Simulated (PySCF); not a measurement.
FH₅N₃Nb, SMILES [NH]=[Nb]([NH2])([NH2])[F], multiplicity 1.

Geometry optimised at B3LYP-D3(BJ)/def2-SVP. The multiplicity is an assumed one; no other spin state was optimised. The structure was generated by enumeration; whether it is a known compound was not checked. The def2 effective core potentials stand for the cores of Nb; spin–orbit coupling is left out. The values are those of a single conformer.

Method: B3LYP-D3(BJ)/def2-SVP (PySCF 2.14.0).

Frequencies are harmonic and unscaled.

```csv
mode,ν (cm⁻¹),IR (km/mol),Raman (Å⁴/amu),depolarisation,moving atoms (share of kinetic energy)
1,172,2.7,3.2,0.63,"F 45 %, N 32 %, H 12 %, Nb 11 %"
2,177,1.2,1.9,0.75,"F 50 %, N 28 %, H 13 %, Nb 9 %"
3,189,0.9,3.1,0.74,"N 56 %, H 24 %, Nb 16 %"
4,206,5.1,4.1,0.71,"N 57 %, H 30 %, Nb 10 %"
5,221,0.0,4.8,0.75,"N 54 %, H 37 %, Nb 9 %"
6,302,19.9,0.5,0.75,"H 85 %, N 14 %"
7,414,6.1,0.2,0.60,H 92 %
8,473,95.6,1.0,0.75,"H 81 %, N 19 %"
9,486,4.4,2.9,0.72,"H 81 %, N 18 %"
10,528,357.4,0.8,0.75,"H 76 %, N 24 %"
11,541,72.2,2.4,0.75,"H 85 %, N 15 %"
12,576,17.8,0.1,0.75,"H 66 %, N 32 %"
13,586,12.0,0.2,0.10,"H 70 %, N 21 %"
14,662,79.6,13.2,0.03,"F 59 %, N 25 %, Nb 9 %"
15,691,141.1,13.0,0.11,"N 53 %, Nb 20 %, F 14 %, H 13 %"
16,703,232.6,3.4,0.75,"N 57 %, H 21 %, Nb 21 %"
17,1006,129.1,32.0,0.08,"N 77 %, Nb 16 %"
18,1510,24.6,12.7,0.75,"H 89 %, N 11 %"
19,1513,21.9,13.7,0.31,"H 90 %, N 10 %"
20,3524,66.1,80.1,0.75,H 96 %
21,3526,34.3,266.3,0.06,H 95 %
22,3622,101.6,214.1,0.43,H 92 %
23,3627,25.1,74.5,0.75,"H 92 %, N 8 %"
24,3627,65.8,51.7,0.33,"H 92 %, N 8 %"
```
